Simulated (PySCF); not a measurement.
C₃H₇BO₂, SMILES C1B(O)CC1O. Geometry: B3LYP-D3(BJ)/def2-SVP. This is a generated structure with no PubChem entry under its InChIKey; it may be hypothetical. The values are those of a single conformer.

The numbers are results of PySCF with B3LYP-D3(BJ)/def2-SVP, not measurements.

Harmonic wavenumbers (cm⁻¹): 92, 279, 308, 334, 425, 453, 523, 552, 676, 729, 875, 906, 920, 941, 993, 1061, 1105, 1169, 1182, 1186, 1237, 1327, 1384, 1388, 1417, 1500, 2973, 3035, 3041, 3109, 3113, 3804, 3827. Rotational constants (GHz): 9.498, 2.254, 1.934; symmetry number 1.

Work out the zero-point energy and the ideal-gas rigid-rotor harmonic-oscillator thermochemistry at 298.15 K and 1 atm.

ZPE = ½ Σ hcν = ½ × 45862 cm⁻¹ = 274.32 kJ/mol. H − E(el) = 293.58 kJ/mol. Entropy in J/(mol K): translation 164.28, rotation 110.68, vibration 51.14, total 326.10. G − E(el) = 196.36 kJ/mol. Cp = 108.50 J/(mol K). Modes under 150 cm⁻¹ make the vibrational entropy uncertain.
